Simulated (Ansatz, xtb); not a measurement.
Relative energy of two isomers of CH4BISi

Structure X is `BC[Si]I`, a singlet and structure Y is `B=C[SiH2]I`, a singlet. Both are isolated molecules in the gas phase, relaxed with B3LYP-D3(BJ)/def2-SVP; each stands in its lowest conformer found.

Quicker runs give these differences E(Y) − E(X): GFN2-xTB +11.82 kJ/mol; HF/STO-3G +86.32 kJ/mol (at GFN2-xTB geometries); r2SCAN-D4/def2-SVP −1.41 kJ/mol (at GFN2-xTB geometries).

Which of the two would you expect CCSD(T)/def2-SVP + ΔMP2/def2-TZVPP electronic energies to favour?

Too close to call at this level: CCSD(T)/def2-SVP + ΔMP2/def2-TZVPP gives E(Y) − E(X) = −1.01 kJ/mol.

How the difference moves with the method:

```json
{"level": "GFN2-xTB", "geometry": "GFN2-xTB", "E(Y) − E(X) (kJ/mol)": "+11.82", "departure from the last row (kJ/mol)": "+12.83", "job, with rough time for the two": "optimisation, 0.91 s"}
{"level": "HF/STO-3G", "geometry": "GFN2-xTB", "E(Y) − E(X) (kJ/mol)": "+86.32", "departure from the last row (kJ/mol)": "+87.33", "job, with rough time for the two": "single point, 3.2 s"}
{"level": "r2SCAN-D4/def2-SVP", "geometry": "GFN2-xTB", "E(Y) − E(X) (kJ/mol)": "−1.41", "departure from the last row (kJ/mol)": "−0.40", "job, with rough time for the two": "single point, 9.3 s"}
{"level": "B3LYP-D3(BJ)/def2-SVP", "geometry": "B3LYP-D3(BJ)/def2-SVP", "E(Y) − E(X) (kJ/mol)": "+7.39", "departure from the last row (kJ/mol)": "+8.40", "job, with rough time for the two": "optimisation, 4.2 min"}
{"level": "HF/def2-SVP", "geometry": "B3LYP-D3(BJ)/def2-SVP", "E(Y) − E(X) (kJ/mol)": "−6.01", "departure from the last row (kJ/mol)": "−5.00", "job, with rough time for the two": "part of the CCSD(T) run"}
{"level": "MP2/def2-SVP", "geometry": "B3LYP-D3(BJ)/def2-SVP", "E(Y) − E(X) (kJ/mol)": "−5.09", "departure from the last row (kJ/mol)": "−4.08", "job, with rough time for the two": "part of the CCSD(T) run"}
{"level": "CCSD(T)/def2-SVP", "geometry": "B3LYP-D3(BJ)/def2-SVP", "E(Y) − E(X) (kJ/mol)": "+7.84", "departure from the last row (kJ/mol)": "+8.85", "job, with rough time for the two": "single point"}
{"level": "CCSD(T)/def2-SVP + ΔMP2/def2-TZVPP", "geometry": "B3LYP-D3(BJ)/def2-SVP", "E(Y) − E(X) (kJ/mol)": "−1.01", "departure from the last row (kJ/mol)": "", "job, with rough time for the two": "single point, 82 s"}
```

As drawn, Y has 1 C=B, 2 Si–H in place of 1 C–B, 1 B–H, 1 C–H.

The largest departure from CCSD(T)/def2-SVP + ΔMP2/def2-TZVPP is that of HF/STO-3G, 87.33 kJ/mol. The last row adds to CCSD(T) the change of the MP2 difference between the two basis sets, here −8.85 kJ/mol.

With harmonic frequencies from B3LYP-D3(BJ)/def2-SVP (ideal gas, rigid rotor, one conformer each, 600 K, 1 atm): on the last row, ΔE + ΔZPE = −9.86 kJ/mol. A mode under 50 cm⁻¹ makes harmonic enthalpies and free energies unreliable, so none is given.

The correlated steps freeze 11 core orbitals; the filled d shell of I is correlated, in a basis made for valence electrons. Atoms past krypton carry core potentials in the def2 sets, other sets are all-electron and non-relativistic, and no spin–orbit term is included. Run with Ansatz 0.2.0, xtb 6.7.1; the last row on 1 thread of Intel(R) Xeon(R) Processor @ 2.50GHz (Skylake/Cascade Lake) on a shared host.
